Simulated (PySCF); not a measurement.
From computed data to an observable: dipole moment from atomic charges

Se(H)(OSiH3) (H4OSeSi), SMILES [SiH3]O[SeH]. Atoms are numbered in the order given.

```xyz
7

Se    -0.7420     0.2045     0.7661
H     -1.7264    -0.7399     0.1915
O      0.7351    -0.5999     0.0513
Si     1.2120    -0.1049    -1.4890
H      0.1552    -0.4171    -2.4984
H      2.4456    -0.8873    -1.7771
H      1.5037     1.3582    -1.5270
```

Geometry optimised at r2SCAN-D4/def2-SVP. Other conformers were not sampled.

Charges (e) from CAM-B3LYP/def2-TZVPD run with PySCF:

```csv
atom,ESP fit,IAO
Se1,0.000,0.313
H2,0.128,0.044
O3,-0.305,-0.798
Si4,0.412,0.890
H5,-0.105,-0.158
H6,-0.057,-0.138
H7,-0.073,-0.154
```

The dipole moment of the full density is 1.15 D.

### Question
What dipole moment does each set of point charges give, and which comes closer to that of the density?

### Answer

μ = Σ q r, and 1 e Å = 4.8032 D.
ESP fit: Σ q r = (-0.211, 0.040, -0.130) e Å, |μ| = 1.21 D.
IAO: Σ q r = (-0.410, 0.396, -0.243) e Å, |μ| = 2.98 D.
ESP fit comes closer in size. Point charges leave out the atoms' own dipoles (lone pairs, polarised bonds); fits to the potential absorb them, partitions of the density don't.
